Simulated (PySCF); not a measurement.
Gas-phase reaction: GeH3Cl + GeHCl → 2 GeH2 + Cl2

Energies from PySCF, thermal terms from the rigid-rotor harmonic-oscillator model, ideal gas at 1 bar. † marks an energy on the PBE0/def2-TZVP geometry and frequencies; other levels use their own. MP2 freezes the core. 6-31G* has spherical d functions here. All species are closed-shell singlets. B3LYP is the form with VWN-RPA correlation. Ge: all electrons, no relativistic terms. GeHCl, GeH2: computed as isolated molecules; such fragments, hydroxides, amides, oligomers or adducts are transient or little studied in the gas. MP2 isn't extrapolated to the basis-set limit; its ΔH°(298 K) is 556.2 kJ in def2-SVP and 559.0 kJ in def2-TZVPP. The harmonic model lacks anharmonicity and excited electronic states, which grow with temperature; levels with a mode under 35 cm⁻¹ are left out.

```
level              ΔE electronic, kJ  ΔH°(298 K), kJ  ΔS°(298 K), J/K  ΔG°(1600 K), kJ
-----------------  -----------------  --------------  ---------------  ---------------
B3LYP/def2-TZVP†                 512             497              135              284
HF/6-31G*                        545             528              136              313
MP2/def2-SVP†                    572             556              135              344
PBE/def2-SVP                     537             522              136              309
PBE/def2-TZVP†                   521             506              135              293
PBE0/def2-QZVP†                  538             522              135              310
PBE0/def2-SVP†                   559             543              135              331
r2SCAN/def2-TZVP†                559             544              135              331
LDA/def2-TZVP†                   561             545              135              332
```
ΔH° is lowest at B3LYP/def2-TZVP† and highest at MP2/def2-SVP†. No reference value is set beside these.
